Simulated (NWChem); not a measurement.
System: CH3AlClF; SMILES [CH3][Al]([F])[Cl]

NWChem input:

```
start job
memory heap 200 mb stack 900 mb global 1100 mb
geometry units angstroms noautoz
  Al    -0.085335    -0.372636    -0.032684
  F     -1.623995    -0.837912    -0.456363
  Cl     0.140971     1.655864     0.440623
  C      1.356117    -1.654480     0.002867
  H      2.309069    -1.202979     0.315639
  H      1.495829    -2.101771    -0.994869
  H      1.119519    -2.479960     0.693861
end
basis spherical
  * library def2-svpd
end
dft
  xc b3lyp
  iterations 150
end
tddft
  cis
  nroots 6
  notriplet
end
task tddft energy
```

NWChem printed, in part:

```
             Northwest Computational Chemistry Package (NWChem) 7.3.0
             --------------------------------------------------------

 C1  symmetry detected

                             Geometry "geometry" -> ""
                             -------------------------

 Output coordinates in angstroms (scale by  1.889725989 to convert to a.u.)

  No.       Tag          Charge          X              Y              Z
 ---- ---------------- ---------- -------------- -------------- --------------
    1 Al                  13.0000    -0.06603004     0.38819912    -0.00033072
    2 F                    9.0000    -1.61466244     0.99251505     0.00011936
    3 Cl                  17.0000     0.08218697    -1.70179556     0.00003647
    4 C                    6.0000     1.45425873     1.57600959     0.00000234
    5 H                    1.0000     2.40982270     1.03153899    -0.01569074
    6 H                    1.0000     1.43724985     2.21991315     0.89452160
    7 H                    1.0000     1.42054914     2.24379088    -0.87623984

 Effective nuclear repulsion energy (a.u.)     192.5991216500

                                 NWChem DFT Module
                                 -----------------

 Summary of "ao basis" -> "ao basis" (spherical)
 ------------------------------------------------------------------------------
       Tag                 Description            Shells   Functions and Types
 ---------------- ------------------------------  ------  ---------------------
 Al                        def2-svpd                10       24   5s3p2d
 F                         def2-svpd                 9       23   4s3p2d
 Cl                        def2-svpd                11       27   5s4p2d
 C                         def2-svpd                 8       20   4s2p2d
 H                         def2-svpd                 4        8   2s2p

            General Information
            -------------------
          SCF calculation type: DFT
          Wavefunction type:  closed shell.
          No. of atoms     :     7
          No. of electrons :    48
           Alpha electrons :    24
            Beta electrons :    24
          Charge           :     0
          Spin multiplicity:     1
          Use of symmetry is: off; symmetry adaption is: off
          Maximum number of iterations: 150
          AO basis - number of functions:   118
                     number of shells:    50
          Convergence on energy requested:  1.00D-06
          Convergence on density requested:  1.00D-05
          Convergence on gradient requested:  5.00D-04

              XC Information
              --------------
                         B3LYP Method XC Potential
                     Hartree-Fock (Exact) Exchange  0.200
                        Slater Exchange Functional  0.800 local
                    Becke 1988 Exchange Functional  0.720 non-local
              Lee-Yang-Parr Correlation Functional  0.810
                  VWN I RPA Correlation Functional  0.190 local

             Grid Information
             ----------------
          Grid used for XC integration:  medium
          Radial quadrature: Mura-Knowles
          Angular quadrature: Lebedev.
          Tag              B.-S. Rad. Rad. Pts. Rad. Cut. Ang. Pts.
          ---              ---------- --------- --------- ---------
          Al                  1.25       88          11.0       590
          F                   0.50       49          12.0       434
          Cl                  1.00       88          12.0       590
          C                   0.70       49          12.0       434
          H                   0.35       45          13.0       434
          Grid pruning is: on
          Number of quadrature shells:   409
          Spatial weights used:  Erf1

      Superposition of Atomic Density Guess
      -------------------------------------

 Sum of atomic energies:        -839.54138459

      Non-variational initial energy
      ------------------------------

 Total energy =    -840.541283
 1-e energy   =   -1545.089416
 2-e energy   =     511.949012
 HOMO         =      -0.398213
 LUMO         =      -0.024325

[...]

                                NWChem TDDFT Module
                                -------------------

            General Information
            -------------------
           No. of orbitals :     236
            Alpha orbitals :     118
             Beta orbitals :     118
        Alpha frozen cores :       0
         Beta frozen cores :       0
     Alpha frozen virtuals :       0
      Beta frozen virtuals :       0
         Spin multiplicity :       1
    Number of AO functions :     118
        Use of symmetry is : off
      Symmetry adaption is : off
         Schwarz screening :  0.10D-07

              XC Information
              --------------
                  B3LYP Method XC Potential
              Hartree-Fock (Exact) Exchange   0.20
                 Slater Exchange Functional   0.80 local
             Becke 1988 Exchange Functional   0.72 non-local
       Lee-Yang-Parr Correlation Functional   0.81
           VWN I RPA Correlation Functional   0.19 local

             TDDFT Information
             -----------------
          Calculation type : Tamm-Dancoff TDDFT
         Wavefunction type : Restricted singlets
          No. of electrons :      48
           Alpha electrons :      24
            Beta electrons :      24
              No. of roots :       6
          Max subspacesize :    5200
            Max iterations :     100
               Target root :       1
           Target symmetry : none
      Symmetry restriction : off
                 Algorithm : Optimal
        Davidson threshold :  0.10D-03

    6 smallest eigenvalue differences (eV)
--------------------------------------------------------
  No. Spin  Occ  Vir  Irrep   E(Occ)    E(Vir)   E(Diff)
--------------------------------------------------------
    1    1   24   25 a        -0.327    -0.042     7.760
    2    1   24   26 a        -0.327    -0.034     7.982
    3    1   23   25 a        -0.343    -0.042     8.206
    4    1   22   25 a        -0.344    -0.042     8.222
    5    1   23   26 a        -0.343    -0.034     8.428
    6    1   22   26 a        -0.344    -0.034     8.444
--------------------------------------------------------

  Entering Davidson iterations
  Restricted singlet excited states

  Iter   NTrls   NConv    DeltaV     DeltaE      Time
  ----  ------  ------  ---------  ---------  ---------
    1      6       0     0.11E+00   0.10+100       29.6
    2     12       0     0.18E-01   0.22E-01       41.4
    3     18       0     0.63E-02   0.59E-03       41.8
    4     24       0     0.18E-02   0.60E-04       43.5
    5     30       2     0.41E-03   0.47E-05       43.4
    6     34       6     0.95E-04   0.25E-06       40.9
  ----  ------  ------  ---------  ---------  ---------
  Convergence criterion met

  Ground state a        -842.269923514634 a.u.

  ----------------------------------------------------------------------------
  Root   1 singlet a              0.251754765 a.u.                6.8506 eV
  ----------------------------------------------------------------------------
     Transition Moments    X -0.01300   Y -0.00781   Z -0.19946
     Dipole Oscillator Strength                    0.0067158573
     Electric Quadrupole                           0.0000001356
     Magnetic Dipole                               0.0000014743
     Total Oscillator Strength                     0.0067174672

     Occ.   22  a   ---  Virt.   25  a       -0.14020
     Occ.   23  a   ---  Virt.   26  a       -0.08475
     Occ.   24  a   ---  Virt.   26  a       -0.98166
  ----------------------------------------------------------------------------
  Root   2 singlet a              0.255023534 a.u.                6.9395 eV
  ----------------------------------------------------------------------------
     Transition Moments    X -0.70514   Y -0.40208   Z  0.00313
     Dipole Oscillator Strength                    0.1120247425
     Electric Quadrupole                           0.0000001027
     Magnetic Dipole                               0.0000001056
     Total Oscillator Strength                     0.1120249507

     Occ.   23  a   ---  Virt.   25  a        0.33752
     Occ.   23  a   ---  Virt.   27  a        0.07363
     Occ.   24  a   ---  Virt.   25  a        0.93226
  ----------------------------------------------------------------------------
  Root   3 singlet a              0.264918220 a.u.                7.2088 eV
  ----------------------------------------------------------------------------
     Transition Moments    X -0.00355   Y -0.00608   Z  0.31387
     Dipole Oscillator Strength                    0.0174080250
     Electric Quadrupole                           0.0000002578
     Magnetic Dipole                               0.0000014284
     Total Oscillator Strength                     0.0174097112

     Occ.   22  a   ---  Virt.   25  a       -0.78466
     Occ.   22  a   ---  Virt.   27  a       -0.07439
     Occ.   23  a   ---  Virt.   26  a        0.60823
     Occ.   24  a   ---  Virt.   26  a        0.06160
  ----------------------------------------------------------------------------
  Root   4 singlet a              0.268486025 a.u.                7.3059 eV
  ----------------------------------------------------------------------------
     Transition Moments    X -0.11797   Y -0.18484   Z -0.48970
     Dipole Oscillator Strength                    0.0515293697
     Electric Quadrupole                           0.0000001088
     Magnetic Dipole                               0.0000002498
     Total Oscillator Strength                     0.0515297284

[...]
```

Level: B3LYP/def2-SVPD, TDA. Geometry: optimised at PBE0/def2-SVP.
